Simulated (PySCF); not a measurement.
**CaF: frontier orbitals**

HSE06 at R = 1.952 Å; PySCF, no relativity, basis sets Ca def2-TZVP, F def2-TZVP. State: ²Σ⁺ (doublet), unpaired electrons σ ↑. Only the outer orbitals are listed, counted within each symmetry.

```csv
spin,orbital,occ.,ε (eV),on Ca (%),main shells (%)
α,6σ,1,-30.57,50,"50 Ca p, 48 F s"
α,2π,1,-29.27,100,100 Ca p
α,2π,1,-29.27,100,100 Ca p
α,7σ,1,-27.52,50,"50 F s, 49 Ca p"
α,8σ,1,-9.33,8,91 F p
α,3π,1,-9.10,5,95 F p
α,3π,1,-9.10,5,95 F p
α,9σ,1,-3.88,100,"85 Ca s, 13 Ca p"
α,4π,0,-1.47,100,"82 Ca p, 18 Ca d"
α,4π,0,-1.47,100,"82 Ca p, 18 Ca d"
α,10σ,0,-0.97,98,"53 Ca p, 42 Ca d"
β,6σ,1,-30.50,48,"51 F s, 48 Ca p"
β,2π,1,-29.17,100,100 Ca p
β,2π,1,-29.17,100,100 Ca p
β,7σ,1,-27.44,52,"52 Ca p, 48 F s"
β,8σ,1,-9.30,8,91 F p
β,3π,1,-9.11,5,95 F p
β,3π,1,-9.11,5,95 F p
β,9σ,0,-2.23,100,91 Ca s
β,4π,0,-0.26,100,"81 Ca p, 19 Ca d"
β,4π,0,-0.26,100,"81 Ca p, 19 Ca d"
```

**Question.** Which are the highest filled and the lowest empty level, where do they sit, and how wide is the gap?

**Answer.** Highest filled α 9σ at -3.88 eV (in %: 85 Ca s, 13 Ca p); lowest empty β 9σ at -2.23 eV (in %: 91 Ca s); the gap at HSE06 is 1.65 eV.

```
bond order (Mayer)                              : 0.66
⟨S²⟩                                            : 0.750
charge on Ca (Mulliken, basis-dependent)        : 0.64
charge on Ca (Löwdin, basis-dependent)          : 0.48
dipole moment (positive dipole means Ca(−)F(+)) : -3.02 D
```

The state is the lowest determinant that a PBE0 search found; another state may lie lower at other levels.
